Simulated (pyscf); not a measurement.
Optimised with ωB97X-D3(BJ)/def2-SVP in PySCF.

Q: What is the homolytic dissociation enthalpy (298 K, ωB97M-D3(BJ)/def2-TZVP) of the Ga–O bond of H₂N–Ga(NH₂)–O–SiH₃, to [H₂N–Ga–NH₂]• + •O–SiH₃?

A: Ga–O to [H₂N–Ga–NH₂]• + •O–SiH₃: 4.78 eV. The 7 functionals that were run give +4.47 (PBE) to +4.96 eV (M06-2X). The radicals are drawn with the spin at the cut bond; how far it spreads was not checked. •O–SiH₃ lies 1.08 eV over its isomer HO–SiH₂•, and others may lie lower still (electronic energy, ωB97M-D3(BJ)). Other isomers of [H₂N–Ga–NH₂]• were not searched in full and may lie lower. Elements up to Kr have no core potential and no relativistic terms here.
